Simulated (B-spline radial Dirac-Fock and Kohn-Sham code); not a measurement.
# Elastic electron scattering at 2 keV, H to V

Level of theory: relativistic (Dirac) partial waves in the static field of the Dirac-Fock atom with Furness-McCarthy exchange, without polarisation or absorption potentials; a radial B-spline solver. σ_tr1 and σ_tr2 weight the cross section with 1 − P₁ and 1 − P₂ of cos θ; "backward" is the share scattered beyond 90°.

```csv
Z,element,σ (a₀²),σ_tr1 (a₀²),σ_tr2 (a₀²),backward (%),dσ/dΩ at 90° (a₀²/sr)
1,H,0.0507,0.00152,0.00370,0.29,4.69e-05
2,He,0.0777,0.00500,0.0115,0.78,0.000193
2,He,0.0777,0.00500,0.0115,0.78,0.000193
3,Li,0.494,0.0111,0.0254,0.28,0.000443
4,Be,0.770,0.0196,0.0447,0.33,0.000798
5,B,0.948,0.0300,0.0680,0.43,0.00126
6,C,1.04,0.0419,0.0936,0.57,0.00181
6,C,1.04,0.0419,0.0936,0.57,0.00181
7,N,1.08,0.0548,0.121,0.76,0.00247
8,O,1.10,0.0684,0.148,1.0,0.00323
9,F,1.09,0.0825,0.175,1.3,0.00410
10,Ne,1.08,0.0969,0.200,1.6,0.00507
12,Mg,2.16,0.129,0.259,1.2,0.00725
13,Al,2.67,0.147,0.290,1.2,0.00844
14,Si,2.95,0.165,0.321,1.2,0.00968
15,P,3.11,0.183,0.352,1.3,0.0109
16,S,3.17,0.202,0.382,1.5,0.0122
17,Cl,3.18,0.221,0.411,1.7,0.0134
18,Ar,3.16,0.240,0.440,1.9,0.0147
19,K,4.22,0.260,0.472,1.6,0.0158
20,Ca,5.00,0.281,0.505,1.5,0.0169
21,Sc,4.92,0.301,0.534,1.7,0.0180
22,Ti,4.79,0.321,0.560,1.9,0.0190
23,V,4.64,0.341,0.585,2.1,0.0201
```

Values without a named source are computed, but for edge energies of neutral atoms, which are taken from tables.
